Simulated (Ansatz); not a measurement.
Ansatz (a program for electronic structure) job for F₂H₂O₂Si, SMILES O[Si](O)(F)F, PBE0/def2-SVPD. Geometry optimised at ωB97X-D3(BJ)/def2-SVP. One conformer was computed; it need not be the lowest.

Ansatz 0.2 input:
```yaml
crystal:
  periodic: [false, false, false]
  atoms:
    - {symbol: O, position_ang: [-0.25116582, 1.59974063, -0.13153063]}
    - {symbol: Si, position_ang: [0.01465106, -0.00776590, 0.00887490]}
    - {symbol: O, position_ang: [1.61522264, -0.30145775, -0.01991553]}
    - {symbol: F, position_ang: [-0.76444232, -0.78587540, -1.16635635]}
    - {symbol: F, position_ang: [-0.58535117, -0.60643434, 1.37163762]}
    - {symbol: H, position_ang: [-1.14657474, 1.91119958, -0.29753808]}
    - {symbol: H, position_ang: [2.17714658, 0.34204775, -0.46267270]}
basis:
  gaussian:
    orbitals: def2-SVPD
hamiltonian:
  xc: {name: PBE0}
```

Log of the run:

```
WARN ansatz: RAYON_NUM_THREADS=1 ignored (pool sized by the plan → 1); use --threads N
Functional definition: PBE0
integrals: 0.06 GiB planned
1113 factors; their error is unknown
mean field: 0.53 GiB planned
mean field evaluation 1: about -17413.1559 eV, gradient 7.5e1 eV
mean field evaluation 2: about -17402.7670 eV, gradient 1.1e2 eV
mean field evaluation 4: about -17422.1248 eV, gradient 4.2e0 eV
mean field evaluation 8: about -17422.1521 eV, gradient 6.6e-2 eV
mean field -17422.26829170 eV, -640.2565504824 hartree, gradient 7.9e-5 eV, S^2 0.000000; 0 other end points of the search recorded, 0 dependent functions left out
reference -17422.26832779 eV, -640.2565518086 hartree; 25, 25 occupied and 107, 107 virtual orbitals, 1113 factors
Total energy: -17422.26832779 eV, -640.2565518086 hartree
```

Self-consistency was reached.
